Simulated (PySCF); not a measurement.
This triplet is an excited state, 2.07 eV above the relaxed singlet at the level B3LYP-D3(BJ)/def2-TZVP (PySCF).

B3LYP has the VWN-RPA correlation part, as in Gaussian. 

```xyz
7

C     -0.8604    -0.4251    -0.2524
C     -0.2131     0.7080     0.0317
Ge     1.6855     0.7258     0.4820
F      2.3514    -0.9111     0.4497
H     -0.3817    -1.3951    -0.2516
H     -1.9171    -0.3942    -0.4983
H     -0.6646     1.6917     0.0389
```

Charge 0, multiplicity 3.

Give the Mulliken and meta-Löwdin atomic charges from B3LYP-D3(BJ)/def2-TZVP (PySCF).


```tsv
atom	Mulliken (e)	meta-Löwdin (e)
C1	-0.24	-0.25
C2	-0.22	-0.26
Ge3	0.42	0.57
F4	-0.37	-0.48
H5	0.14	0.14
H6	0.13	0.14
H7	0.14	0.15
```
